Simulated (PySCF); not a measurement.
These 4 structures share the formula C5H15GeN. Theory: PySCF, PBE0-D3(BJ)/def2-SVP geometry optimisation, gas phase. One conformer each; no zero-point energy, no entropy. No frequencies were run at this level. Point groups hold within 0.08 Å.

**Question.** Rank from lowest to highest electronic energy at this level (kcal/mol).
A. GeH2Me(NHtBu), `CC([NH][GeH2][CH3])(C)C`
B. `[CH3:1][CH2:2][CH2:3][CH2:4][N:5]([CH3:6])[GeH3:7]` with C1–C2–C3–C4 179°, C2–C3–C4–N5 174°, C3–C4–N5–C6 -172°
C. `CC[N](CC)[GeH2][CH3]` (GeH2Me(NEt2))
D. `[CH3:1][CH2:2][CH2:3][CH2:4][CH2:5][NH:6][GeH3:7]` with C1–C2–C3–C4 180°, C2–C3–C4–C5 180°, C3–C4–C5–N6 -179°, C4–C5–N6–Ge7 162°

**Answer.** A (0.0), C (8.7), D (10.2), B (16.6).

Neighbours under 2.5 kcal/mol apart ([H][Ge]([H])([CH3])[N](CC)CC and CCCCC[NH][GeH3]) can change places with a better method, another conformer or zero-point energy.

```
                         SMILES       E (Eh)  E rel (kcal/mol)  dipole (D)  point group        A, B, C (MHz)
[H][Ge]([H])([CH3])[NH]C(C)(C)C  -2330.33081               0.0        0.86           C1   3466, 925.5, 884.5
   [H][Ge]([H])([CH3])[N](CC)CC  -2330.31699               8.7        0.77           C1    2132, 1203, 934.0
                CCCCC[NH][GeH3]  -2330.31461              10.2        0.85           C1  10841, 371.2, 366.1
               CCCC[N](C)[GeH3]  -2330.30433              16.6        0.55           C1   2846, 761.7, 621.2
```
